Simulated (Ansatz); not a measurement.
AuF₄, that is [AuF4]- with one electron fewer. Charge 0, multiplicity 2. Geometry PBE0-D4/def2-SVPD, that of the charge -1 singlet; atoms count from 1.

Cartesian coordinates in Å:
```
Au 0.000 0.000 0.000
F 1.520 -1.036 -0.597
F -0.634 -1.516 1.019
F -1.520 1.036 0.597
F 0.634 1.516 -1.019
```

In the def2 sets Au takes a core potential; there is no spin–orbit coupling.

Problem. Estimate the Mulliken populations from the PBE0/def2-TZVPD orbitals of Ansatz.

Solution. 
```tsv
atom	charge (e)	spin (α − β)	d electrons
Au1	1.36	0.39	8.48
F2	-0.34	0.15	–
F3	-0.34	0.15	–
F4	-0.34	0.15	–
F5	-0.34	0.15	–
```
Mulliken values depend strongly on the basis. With diffuse functions, as here, like atoms can get unlike values, and bond orders can come out too low or too high.

Problem. Where does the spin sit?

Solution. Summed by element: Au 0.39, F 0.61, of 1 unpaired in all. Largest on single atoms: Au1 0.39, F4 0.15, F3 0.15.

Problem. And the Mayer bond orders between heavy atoms (over 0.3)?

Solution. Au1–F2 0.70 (1.93 Å); Au1–F3 0.70 (1.93 Å); Au1–F4 0.70 (1.93 Å); Au1–F5 0.70 (1.93 Å).
